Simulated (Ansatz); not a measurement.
Reaction (redistribution): `[SiH3]OB(S)Cl` + `O=C[SiH2]O[SiH3]` → `O=CB(S)Cl` + `[SiH3]O[SiH2]O[SiH3]`

Isolated molecules relaxed with PBE0-D4/def2-TZVP in Ansatz; ΔE leaves out vibrations. CCSD(T)/CBS is the MP2 limit (def2-TZVPP, def2-QZVPP) plus CCSD(T) − MP2 in def2-TZVPP, frozen cores. DFT in def2-TZVPP. One conformer a species, not always the lowest.

`[SiH3]OB(S)Cl`:

Cartesian coordinates in Å:
```
Si -0.975 0.164 1.323
O 0.094 0.748 0.202
B 0.778 0.309 -0.863
S 0.615 -1.403 -1.440
Cl 1.847 1.440 -1.697
H -0.279 0.102 2.629
H -2.111 1.110 1.384
H -1.444 -1.186 0.924
H 1.474 -1.284 -2.462
```

`O=C[SiH2]O[SiH3]`:

Cartesian coordinates in Å:
```
O 1.081 -1.178 1.146
C -0.104 -1.276 1.362
Si -1.335 -0.211 0.344
O -0.456 0.679 -0.685
Si 1.080 1.017 -1.176
H -0.458 -1.984 2.149
H -2.265 -1.114 -0.382
H -2.110 0.649 1.275
H 0.958 2.040 -2.245
H 1.878 1.572 -0.057
H 1.731 -0.194 -1.731
```

`O=CB(S)Cl`:

Z-matrix (Å, degrees):
```
C
B 1 1.604
O 1 1.203 2 123.4
H 1 1.118 2 117.2 3 180.0
Cl 2 1.734 1 119.8 3 0.2
S 2 1.776 1 120.0 3 -179.8
H 6 1.347 2 95.6 1 -0.0
```

`[SiH3]O[SiH2]O[SiH3]`:

Cartesian coordinates in Å:
```
Si -0.499 1.670 1.686
O -0.894 1.102 0.202
Si -0.336 0.629 -1.251
O 0.653 -0.655 -1.102
Si 0.788 -2.211 -0.611
H -1.716 2.253 2.300
H 0.554 2.713 1.575
H 0.003 0.558 2.534
H 0.453 1.720 -1.865
H -1.512 0.262 -2.073
H 0.921 -2.263 0.868
H -0.412 -2.986 -1.021
H 1.998 -2.793 -1.241
```

Is it downhill or uphill in electronic energy at CCSD(T)/CBS, and by how much? (Estimate.)

Ansatz gave: Downhill: ΔE = -14.0 kJ/mol.

What do these levels give: ωB97X-V, ωB97M-V, HF/def2-TZVPP, SCS-MP2/def2-TZVPP, SCS-MP2/def2-QZVPP, HF/CBS(def2)? (An estimate is asked.)

Computed: ωB97X-V -8.4, ωB97M-V -8.6, HF/def2-TZVPP -14.5, SCS-MP2/def2-TZVPP -17.0, SCS-MP2/def2-QZVPP -17.3, HF/CBS(def2) -15.9 kJ/mol.

Largest T1 diagnostic among the species: 0.015.
